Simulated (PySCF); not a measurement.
GeH₅, SMILES [GeH5-], charge -1.

Coordinates come from a PBE-D3(BJ)/def2-TZVPD optimisation.

Computed with PBE-D3(BJ)/def2-TZVPD run with PySCF.

Frequencies are harmonic and unscaled.

Modes within 1.5 cm⁻¹ of each other (mostly degenerate sets) share a row, with their intensities summed.

```csv
mode,ν (cm⁻¹),IR (km/mol),moving atoms (share of kinetic energy)
1–2,475,7.7,H 100 %
3,791,1266.2,H 94 %
4–5,851,757.8,H 96 %
6–7,1060,0.0,H 100 %
8,1116,0.0,H 100 %
9,1261,1423.3,H 99 %
10–11,1794,1010.3,H 98 %
12,1797,0.0,H 100 %
```
